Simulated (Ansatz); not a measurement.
Complex (SMILES): F (HF) with F (HF), atoms 1 to 2 the first; geometry from B3LYP-D3(BJ)/def2-TZVP, monomers rigid:
```xyz
4

F     -0.1109     0.0578    -0.7031
H      0.2570     0.2171     0.1337
F      1.2812     1.5025    -2.5344
H      0.7179     0.9578    -2.0301
```

The counterpoise-corrected interaction energy at MP2 with Ansatz (a first-principles code), in kcal/mol, split into its Hartree-Fock and correlation parts. Cores are frozen. No added dispersion term, no relativity. Functions are those of the species that has most.

```
basis        X  functions  Hartree-Fock    MP2
-----------  -  ---------  ------------  -----
aug-cc-pVDZ  2         64         -3.79  -3.97
aug-cc-pVTZ  3        138         -3.78  -4.26
aug-cc-pVQZ  4        252         -3.86  -4.46
aug-cc-pV5Z  5        414         -3.87  -4.52
```

Worked estimate of the basis-set limit from each neighbouring pair, with Hartree-Fock from the larger set and the correlation part extrapolated as X^-3.
Correlation parts: X = 2: -0.18, X = 3: -0.48, X = 4: -0.60, X = 5: -0.65.
- (2,3): (27·(-0.48) - 8·(-0.18))/19 = -0.61; with Hartree-Fock -3.78 the estimate is -4.39 kcal/mol.
- (3,4): (64·(-0.60) - 27·(-0.48))/37 = -0.69; with Hartree-Fock -3.86 the estimate is -4.55 kcal/mol.
- (4,5): (125·(-0.65) - 64·(-0.60))/61 = -0.70; with Hartree-Fock -3.87 the estimate is -4.57 kcal/mol.
The last two estimates differ by 0.02 kcal/mol; the largest set lies 0.05 from the last. Over the last step Hartree-Fock moves by -0.01 and the correlation part by -0.05.
